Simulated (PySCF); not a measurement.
# Al (aluminium, neutral) across methods

[Ne] 3s1 3p1 3d1, one real determinant (an excited configuration). Computed with PySCF 2.14 in aug-cc-pV(T+d)Z, with no relativity, point nucleus. The B2PLYP total includes its PT2 part (frozen core); its orbital energies are those of the SCF part.

```tsv
method	E (hartree)	mean ε 3s α (eV)	mean ε 3p α (eV)	mean ε 3d α (eV)	Σ⟨r²⟩ (bohr²)	⟨S²⟩
LDA	-241.0014	-11.386	-5.711	-0.632	57.21	3.750
UHF	-241.59727	-15.931	-9.556	-1.492	61.88	3.750
wB97M-V	-242.0254	-14.487	-8.044	-1.586	56.60	3.750
revPBE	-242.0148	-11.272	-5.785	-0.746	57.99	3.750
TPSS	-242.0762	-11.356	-5.851	-0.654	57.96	3.750
B2PLYP	-241.9335	-13.744	-7.671	-1.062	60.42	3.750
r2SCAN	-242.0329	-11.633	-6.008	-0.623	58.01	3.750
PBE0	-241.9449	-12.570	-6.796	-0.986	58.72	3.750
```

Task: Estimate the same row for PBE.

Result: E (hartree) = -241.9246; mean ε 3s α (eV) = -11.310; mean ε 3p α (eV) = -5.777; mean ε 3d α (eV) = -0.711; Σ⟨r²⟩ (bohr²) = 57.74; ⟨S²⟩ = 3.750.

⟨L²⟩ = 8.00 against 12 for a pure F term, so this real determinant mixes terms. The outer electron is Rydberg-like, and this basis confines it to a smaller radius and binds it less than a complete one would.
